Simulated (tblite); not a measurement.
A structure optimised at GFN2-xTB (Å):
```
atom  x, y, z in Å
C1    -2.6031   -0.0912    1.9072
C2    -2.2587    0.0545    0.7587
C3    -1.8258    0.3259   -0.5617
N4    -0.7071    0.0181   -1.0366
C5     0.4751   -0.4329   -0.6305
C6     1.3345    0.2640    0.1548
C7     2.6219   -0.2038    0.4270
N8     3.6831   -0.5807    0.6559
H9    -2.5502    0.8072   -1.2116
H10    0.7871   -1.3646   -1.0905
H11    1.0487    1.2063    0.6014
```

Doublet state.

(1) Read off the bonds between heavy atoms and their formal orders.

(2) Give the structure as a SMILES string.

(3) What is the point group of this geometry?

(4) Describe the place of each heavy atom.

(5) What is the arrangement about C3?

(6) What is the arrangement about C2?

## Answers

(1) C1–C2 1.21 Å (triple); C2–C3 1.42 Å (single); C3–N4 1.25 Å (double); N4–C5 1.33 Å (single); C5–C6 1.36 Å (double); C6–C7 1.40 Å (single); C7–N8 1.15 Å (triple). Bonds to hydrogen (Å): C3–H9 1.09; C5–H10 1.08; C6–H11 1.08. The orders are those of one drawing; other resonance forms can be drawn.

(2) `[C]#C/C=N\C=C\C#N`, C6H3N2.

(3) C1 (no symmetry element, even within 0.4 Å).

(4) C1: carbon bonded to C; C2: carbon bonded to 2 C; C3: carbon bonded to C, N and H; N4: nitrogen bonded to 2 C; C5: carbon bonded to C, N and H; C6: carbon bonded to 2 C and H; C7: carbon bonded to C and N; N8: nitrogen bonded to C.

(5) It has 3 neighbours (C2, N4, H9) and is planar (angles 125.4°, 118.5° and 116.1°, sum 360.0°, 0.01 Å off the plane of its three neighbours).

(6) It has 2 neighbours (C1, C3) and is almost linear (angle 175.6°).

All values are computed, not measured.
